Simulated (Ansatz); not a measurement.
Program: Ansatz. Geometries: PBE0-D4/def2-TZVP. ΔE: electronic, gas phase. CBS: MP2 limit from def2 TZ/QZ plus the TZ coupled-cluster correction, frozen cores. DFT in def2-TZVPP. Each species was taken in one conformer, which may not be the lowest.

Reaction (isomerisation): `CCC([SiH3])Cl` → `[SiH3]CCCCl`

```
        species  LDA (SPW92) energy (Eh)
`CCC([SiH3])Cl`               -865.69302
  `[SiH3]CCCCl`               -865.69396
```

Question: Work out ΔE.

Answer: ΔE = (-865.69396) − (-865.69302) = -0.00094 Eh = -2.5 kJ/mol. CCSD(T)/CBS gives -2.7 kJ/mol.

Largest T1 diagnostic among the species: 0.010.

Leaving LDA and LC-ωPBE aside and taking each functional with its dispersion term where it has one, the values, not all of them listed here, spread over 3.5 kJ/mol, from PBE-QIDH to BLYP-D4. In def2-TZVPP, CCSD(T) changes the Hartree–Fock value by +5.2 kJ/mol (the triples alone add +1.3 kJ/mol) and MP2 by +6.3 kJ/mol.
